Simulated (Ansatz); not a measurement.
Reaction (cleavage of the Si–Si bond): `C[SiH]([SiH3])[NH][AlH2]` + `OCO` → `OCO[SiH3]` + `C[SiH2][NH][AlH2]`

Calculated with Ansatz (gas phase, PBE0-D4/def2-TZVP geometries, no zero-point term in ΔE). CBS: MP2 limit from def2 TZ/QZ plus the TZ coupled-cluster correction, frozen cores. This one scheme is used for every species. Each species was taken in one conformer, which may not be the lowest.

```json
{"species": "`C[SiH]([SiH3])[NH][AlH2]`", "CCSD(T)/CBS(def2) energy (Eh)": "-919.00261"}
{"species": "`OCO`", "CCSD(T)/CBS(def2) energy (Eh)": "-190.79619"}
{"species": "`OCO[SiH3]`", "CCSD(T)/CBS(def2) energy (Eh)": "-481.10433"}
{"species": "`C[SiH2][NH][AlH2]`", "CCSD(T)/CBS(def2) energy (Eh)": "-628.72397"}
```

Work out ΔE.

ΔE = (-481.10433) + (-628.72397) − (-919.00261) − (-190.79619) = -0.02950 Eh = -77.5 kJ/mol.

Largest T1 diagnostic among the species: 0.012.

The D4 term adds +5.1 kJ/mol with B3LYP and +3.2 kJ/mol with PBE0; it sums over pairs of atoms, weighted by their polarisabilities, and B3LYP, whose exchange is more repulsive, gets the larger term. From PBE to PBE0 (25 % exact exchange), in def2-TZVPP and without D4, ΔE moves by −7.1 kJ/mol. In def2-TZVPP, CCSD(T) changes the Hartree–Fock value by +27.7 kJ/mol (the triples alone add +3.7 kJ/mol) and MP2 by +20.5 kJ/mol.

B3LYP here is the variant with VWN-RPA as its local correlation; programs differ in this.
